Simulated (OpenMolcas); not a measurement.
## Hg: effect of the IPEA shift

- Program: OpenMolcas 26.06
- Basis: ANO-RCC-VDZP [7s6p4d2f]
- Scalar Hamiltonian: DKH2, point nucleus
- Active space: 2 electrons in 4 orbitals (6s 6p)
- State averaging: 2S+1 = 3 even, 3 roots (0 in the spin-orbit step); 2S+1 = 1 even, 1 root; 2S+1 = 3 odd, 3 roots; 2S+1 = 1 odd, 3 roots
- Spin-orbit coupling: RASSI with atomic mean-field integrals over the reference wave functions, term energies averaged over their components

Methods on the same reference wave functions:
A. CASSCF
B. SS-CASPT2, IPEA 0.25 Eh, imaginary shift 0.1 Eh (closed shells correlated: 5d)
C. SS-CASPT2, IPEA 0.5 Eh, imaginary shift 0.1 Eh (closed shells correlated: 5d)

Energies in cm⁻¹ above 6s² ¹S₀, the measured ground level; measured values from NIST Handbook of Basic Atomic Spectroscopic Data.

```
     Level      A      B      C  Measured
   6s² ¹S₀    0.0    0.0    0.0       0.0
6s 6p ³P°₀  31848  37531  37624     37645
6s 6p ³P°₁  33469  39107  39204     39412
6s 6p ³P°₂  37094  42777  42870     44043
6s 6p ¹P°₁  55782  55809  56196     54069
```

Deviations, from unrounded energies. A percentage is the sum of absolute deviations over the sum of measured energies, with the sign that they share, or ± where signs differ.

| Against measurement | Levels | A | B | C |
| --- | --- | --- | --- | --- |
| mean absolute deviation (cm-1) | 4 | 5100 | 860 | 880 |
| other configurations (%) | 4 | ±11.6 | ±2.0 | ±2.0 |

B, C lie about equally close to measurement and A furthest from it. The largest miss of B in the table is 6s 6p ¹P°₁, by +1700 cm-1. The ranking rests on the paired levels alone, and a cruder setting can come out closer through cancelling errors.

Between B and C the level of the table that moves most is 6s 6p ¹P°₁, by 390 cm-1 (lowest in B, highest in C).

The lowest spin-free term lies below A's lowest term by 0.326 hartree in B, 0.324 hartree in C.

Some high roots are left out of the spin-orbit mixing, which shifts the levels that they would mix with. Spin-orbit splittings of 6p shells tend to come out small when the coupling is added on scalar orbitals. Measured partners are found by configuration, term and J. A level has none where our copy of the source lacks it or the pairing is in doubt (some pairs that miss far off the trend of their configuration count as doubtful), and it then counts in no deviation. Only configurations of the active space appear.

° marks odd parity.
